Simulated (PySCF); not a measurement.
Constitutional and geometric isomers with formula CH4BN. Isolated molecules, 0 K electronic values unless said otherwise. One relaxed conformer stands for each flexible species; it need not be the lowest. Strings in code marks are SMILES.

These are PBE-D3(BJ)/def2-TZVP // PBE0-D3(BJ)/def2-TZVP (PySCF) values and carry that method's errors. All candidates: neutral, multiplicity 1. Excitations are Tamm–Dancoff values on a coarser integration grid. The basis has no diffuse functions, so Rydberg states are missing or too high.

```yaml
HOMO–LUMO gap: 4.54 eV
S1 excitation (TDA): 4.60 eV
HOMO: -4.88 eV
```

Q: Say which member has these values.
(A) `[H]/B=C/N`
(B) `BN=C`
(C) `B=NC`
(D) `C=BN`

A: D, `C=BN`. The others give `B=NC`: 6.39 eV, 6.39 eV, -6.50 eV; `BN=C`: 4.65 eV, 4.84 eV, -6.64 eV; `[H]/B=C/N`: 1.80 eV, 1.87 eV, -4.23 eV
